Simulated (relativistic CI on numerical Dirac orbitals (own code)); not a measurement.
**W3+ (5d3) in a crystal field**

Calculated by Dirac-Coulomb-Breit CI, separate exchange-only KLI orbitals for each configuration, QED by a radiative potential, valence Slater integrals scaled by 0.8, one configuration in a parametric crystal field (own radial code).

Field parameters in Wybourne normalisation: Td as Oh with Dq negative (B⁴₀ = 21Dq, B⁴₄ = √(5/14) B⁴₀). The field is a parameter set, without covalency.

S is read from ⟨S²⟩ = S(S + 1).

Site symmetry Td; labels are those of the double group. Computed levels in cm⁻¹ above the lowest, in rising order:

```csv
Δ (size of 10Dq),Lowest,No. 2,No. 3,No. 4,No. 5,No. 6,No. 7,No. 8
3100,Γ8,2373 Γ7,3721 Γ8,6256 Γ6,6257 Γ8,6524 Γ7,8080 Γ6,8451 Γ8
5600,Γ8,2215 Γ7,4103 Γ8,6253 Γ6,7347 Γ8,7937 Γ7,8729 Γ8,9259 Γ6
8100,Γ8,2296 Γ7,4324 Γ8,6286 Γ6,7656 Γ8,9230 Γ8,9697 Γ7,10859 Γ6
10600,Γ8,2674 Γ7,4675 Γ8,6588 Γ6,6689 Γ8,11044 Γ8,11579 Γ7,12380 Γ6
13100,Γ8,3472 Γ7,5287 Γ8,6353 Γ8,7315 Γ6,13021 Γ8,13449 Γ7,13750 Γ6
15600,Γ8,4787 Γ7,6145 Γ8,7170 Γ8,8567 Γ6,15103 Γ8,15299 Γ6,15364 Γ7
18050,Γ8,6506 Γ7,7432 Γ8,8744 Γ8,10232 Γ6,17116 Γ6,17238 Γ8,17392 Γ7
```

Ground-state S against |10Dq| in cm⁻¹: 3100: 1.43, 5600: 1.41, 8100: 1.37, 10600: 1.28, 13100: 1.12, 15600: 0.93, 18050: 0.78.

No abrupt spin change occurs in this range.
